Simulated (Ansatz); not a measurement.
BN2H8F, closed shell: harmonic vibrations at a saddle point.

in.yaml

```yaml
crystal:
  periodic: [false, false, false]
  atoms:
    - {symbol: B, position_ang: [-1.272543, -0.600987, -0.643305]}
    - {symbol: N, position_ang: [0.015808, -1.259637, -0.393173]}
    - {symbol: H, position_ang: [-1.520603, -0.334276, -1.787874]}
    - {symbol: H, position_ang: [-2.169838, -0.895184, 0.099280]}
    - {symbol: H, position_ang: [-0.106167, 1.257260, 0.339942]}
    - {symbol: F, position_ang: [-1.086514, 1.124402, -0.070388]}
    - {symbol: H, position_ang: [1.242862, 0.159696, 0.499790]}
    - {symbol: N, position_ang: [1.168289, 1.145501, 0.783298]}
    - {symbol: H, position_ang: [0.546967, -1.538451, -1.203466]}
    - {symbol: H, position_ang: [0.020219, -1.997622, 0.293498]}
    - {symbol: H, position_ang: [1.301716, 1.235037, 1.782227]}
    - {symbol: H, position_ang: [1.859905, 1.704261, 0.300269]}
basis:
  gaussian: {orbitals: def2-TZVP}
hamiltonian: {xc: pbe0, dispersion: d4}
phonons: {temperatures: {t_min: 298.15, t_max: 900, t_step: 200}}
```

Launched with

```bash
ansatz run in.yaml --threads 4 --pin off --events-out ev --progress --plain --max-ram 9574MiB
```

The run's output (Ansatz 0.2.0):

```
Functional definition: PBE0
  name "PBE0"
  cite "Adamo & Barone, J. Chem. Phys. 110, 6158 (1999) doi:10.1063/1.478522"
  cite "Perdew, Burke & Ernzerhof, Phys. Rev. Lett. 77, 3865 (1996) doi:10.1103/PhysRevLett.77.3865"
  parent pbe
  parameter a = 0.25
  parameter kappa = 0.804
  parameter beta = 0.06672455060314922
  exchange = (1 - a)*pbe_x(kappa = kappa, mu = beta*pi^2/3) + a*exact_x
  correlation = pbe_c(beta = beta)
987 factors; their error is unknown
mean field evaluation 1: about -6490.5128 eV, gradient 7.4e1 eV
mean field evaluation 2: about -6483.3315 eV, gradient 9.1e1 eV
mean field evaluation 4: about -6500.3501 eV, gradient 4.7e0 eV
mean field evaluation 8: about -6500.3885 eV, gradient 8.1e-2 eV
mean field evaluation 16: about -6500.3933 eV, gradient 5.2e-5 eV
mean field -6500.39325304 eV, -238.8850459243 hartree, gradient 5.2e-5 eV, S^2 0.000000; 0 other end points of the search recorded, 0 dependent functions left out
the calculation of the forces begins
reference -6500.39328456 eV, -238.8850470827 hartree; 18, 18 occupied and 154, 154 virtual orbitals, 987 factors
these checks for a lower state are left out or cut short: stability, starts, cluster_reference, orbital_swaps, neighbouring_geometries, increment
987 factors; their error is unknown
WARN: phonons: modes at or below zero, which the zero-point energy, F, S and C_V leave out: 1, the lowest at -244.63 cm⁻¹. A minimum has none, and a first-order saddle one
Total energy: -6500.51962386 eV, -238.8896899665 hartree
Atom 0 at    -1.272543    -0.600987    -0.643305 Å, force    -0.000741     0.000628    -0.001220 eV/Å
Atom 1 at     0.015808    -1.259637    -0.393173 Å, force     0.000353     0.000190    -0.004807 eV/Å
Atom 2 at    -1.520603    -0.334276    -1.787874 Å, force     0.000776    -0.000421     0.000623 eV/Å
Atom 3 at    -2.169838    -0.895184     0.099280 Å, force    -0.000067    -0.000583    -0.000992 eV/Å
Atom 4 at    -0.106167     1.257260     0.339942 Å, force     0.000660     0.000924     0.000358 eV/Å
Atom 5 at    -1.086514     1.124402    -0.070388 Å, force    -0.000735     0.000155     0.001226 eV/Å
Atom 6 at     1.242862     0.159696     0.499790 Å, force     0.000955    -0.003300    -0.001631 eV/Å
Atom 7 at     1.168289     1.145501     0.783298 Å, force     0.001752     0.003377    -0.002072 eV/Å
Atom 8 at     0.546967    -1.538451    -1.203466 Å, force    -0.001419     0.001028     0.002839 eV/Å
Atom 9 at     0.020219    -1.997622     0.293498 Å, force     0.000253    -0.001903     0.002560 eV/Å
Atom 10 at     1.301716     1.235037     1.782227 Å, force     0.000594     0.001285     0.001915 eV/Å
Atom 11 at     1.859905     1.704261     0.300269 Å, force    -0.002381    -0.001379     0.001202 eV/Å
Dipole moment:     1.144910     0.099042     0.451527 e Å
Vibrations: -244.63 53.26 199.02 234.20 350.33 374.25 485.38 518.26 555.77 639.38 743.33 896.50 1018.52 1068.84 1151.92 1166.98 1236.27 1383.94 1464.60 1622.20 1648.85 1680.50 1704.75 2534.57 2604.87 3310.88 3572.51 3585.71 3646.02 3669.74 cm⁻¹, zero-point energy 2.673183 eV

[the SCF lines of later steps are left out]
```

The run took about 86 s on 4 CPU threads of an Arm Neoverse V2 (shared host).
